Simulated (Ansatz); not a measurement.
Ansatz (a first-principles code) input for C2F3, SMILES C(=[C]F)(F)F (connectivity only; charge and spin as stated), charge +1, multiplicity 1, ωB97X-V/def2-SVPD. The structure is a stationary point at B3LYP-D3(BJ)/def2-SVP. The multiplicity is an assumed one; other spin states were not compared. The isomer is the one that the SMILES or the coordinates give; other isomers of the formula were not compared.

Ansatz 0.2 input:
```yaml
crystal:
  periodic: [false, false, false]
  atoms:
    - {symbol: F, position_ang: [-1.94826348, 0.18056651, 0.00000000]}
    - {symbol: C, position_ang: [-0.88212587, -0.42915660, -0.00000000]}
    - {symbol: C, position_ang: [0.46051249, 0.04179920, 0.00000000]}
    - {symbol: F, position_ang: [1.11466953, 0.03883588, -1.08012252]}
    - {symbol: F, position_ang: [1.11466953, 0.03883588, 1.08012252]}
basis:
  gaussian:
    orbitals: def2-SVPD
hamiltonian:
  xc: {name: wB97X-V}
total_charge: 1
```

It prints:

```
WARN ansatz: RAYON_NUM_THREADS=1 ignored (pool sized by the plan → 1); use --threads N
Functional definition: wB97X-V
integrals: 0.05 GiB planned
893 factors; their error is unknown
integrals: 0.08 GiB planned
314 factors; integrals over basis functions are off by at most 2.0e-5 eV
mean field: 0.48 GiB planned
mean field evaluation 1: about -10194.5159 eV, gradient 5.8e1 eV
mean field evaluation 2: about -10191.8788 eV, gradient 7.4e1 eV
mean field evaluation 4: about -10199.7068 eV, gradient 2.1e0 eV
mean field evaluation 8: about -10199.7186 eV, gradient 4.3e-2 eV
mean field evaluation 16: about -10199.7262 eV, gradient 6.1e-5 eV
mean field -10199.72622480 eV, -374.8330251385 hartree, gradient 2.8e-5 eV, S^2 0.000000; 0 other end points of the search recorded, 0 dependent functions left out
reference -10199.72622253 eV, -374.8330250553 hartree; 19, 19 occupied and 90, 90 virtual orbitals, 893 factors
Total energy: -10199.72622253 eV, -374.8330250553 hartree
```

The calculation finished and met its thresholds.
